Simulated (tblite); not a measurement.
C4H6F5PS.
SMILES with atom numbers: `[CH3:1][P:2]([CH3:3])(=[S:4])[C:5]([F:6])([F:7])[C:8]([F:9])([F:10])[F:11]` (hydrogens: H12, H13, H14 on C1; H15, H16, H17 on C3)

Cartesian coordinates in Å at the GFN2-xTB level; atoms count from 1:
```xyz
17
C4H6F5PS angstrom
C      1.566   -0.717   -0.751
P      0.635    0.185    0.545
C      0.862    1.960    0.155
S      0.882   -0.348    2.379
C     -1.170    0.032   -0.085
F     -1.899    1.025    0.465
F     -1.225    0.215   -1.427
C     -1.799   -1.321    0.265
F     -2.842   -1.623   -0.507
F     -0.886   -2.288    0.092
F     -2.197   -1.358    1.527
H      1.483   -1.789   -0.579
H      1.219   -0.463   -1.751
H      2.611   -0.426   -0.635
H      0.611    2.181   -0.881
H      1.907    2.202    0.349
H      0.236    2.546    0.829
```

Computed values, GFN2-xTB/tblite, gas phase, harmonic and unscaled. Against measured fundamentals such values can be off by several per cent, at times by over 20. One conformer, not necessarily the lowest.

Harmonic wavenumbers (cm⁻¹): 44.7, 49.2, 96.2, 135.4, 160.2, 171.6, 173.2, 188.8, 196.3, 215.6, 234.7, 262.7, 270.6, 343.5, 352.1, 398.2, 478.5, 531.8, 553.3, 631.0, 681.8, 738.2, 778.9, 812.8, 823.5, 875.1, 908.3, 919.4, 1053.8, 1075.3, 1100.0, 1127.6, 1206.7, 1304.6, 1309.8, 1392.3, 1401.8, 1412.0, 1420.0, 2990.0, 2993.8, 2999.7, 3003.1, 3007.7, 3015.0.

A = 1140, B = 727.1, C = 637.5 MHz; mass 211.985 u (most abundant isotopes); point group C1, symmetry number 1.

Task: Zero-point energy?

Result: ½Σν̃ = 21919 cm⁻¹ = 262.22 kJ/mol.

Task: What is S at 298.15 K and 1 bar for an ideal gas of classical rigid rotors and harmonic oscillators?

Result: Translation 175.66, rotation 128.81, vibration 178.81: S = 483.3 J/(mol K).

Task: And Cp and H(298.15 K) − H(0)?

Result: Cp = 203.00 J/(mol K), of which vibrations give 169.75 (their classical limit is 45 R = 374.2); H(298.15 K) − H(0) = 37.86 kJ/mol without the zero-point energy, 27.94 from vibrations.

Task: How do the functions run with temperature in this model?

Result: 
```
T (K)  S (J/(mol K))  Cp (J/(mol K))  H − H(0) (kJ/mol)  G − H(0) (kJ/mol)  ln q(vib)
  100          319.9           104.9               6.49             -25.50       2.42
  200          411.0           160.6              19.96             -62.25       6.41
  300          484.5           203.7              38.23            -107.13      10.30
  500          604.6           266.7              85.79            -216.53      17.40
  800          742.5           318.2             174.40            -419.62      26.52
 1000          815.9           338.8             240.23            -575.65      31.77
```

q(vib) and H(0) count from the zero-point level.

Task: Which modes carry the vibrational entropy at 298.15 K?

Result: 44.7 cm⁻¹: 21.08; 49.2 cm⁻¹: 20.29; 96.2 cm⁻¹: 14.77; 135.4 cm⁻¹: 12.00; 160.2 cm⁻¹: 10.66; 171.6 cm⁻¹: 10.12 J/(mol K); the other 39 give 89.90 together.

Task: Blend soft modes into free rotors: weight 1/[1 + (100 cm⁻¹/ν̃)⁴] for the oscillator and the rest for a rotor with moment μB/(μ + B), μ = h/(8π²ν), B = 10⁻⁴⁴ kg m². What vibrational entropy results?

Result: 166.37 J/(mol K) in place of 178.81, which changes −T·S at 298.15 K by +3.71 kJ/mol.

Hindered rotation and anharmonicity are outside this model. Other conformers, if any are populated, would add a mixing term that is left out. The structure is chiral; the term R ln 2 for an equal mix with its mirror image is left out.
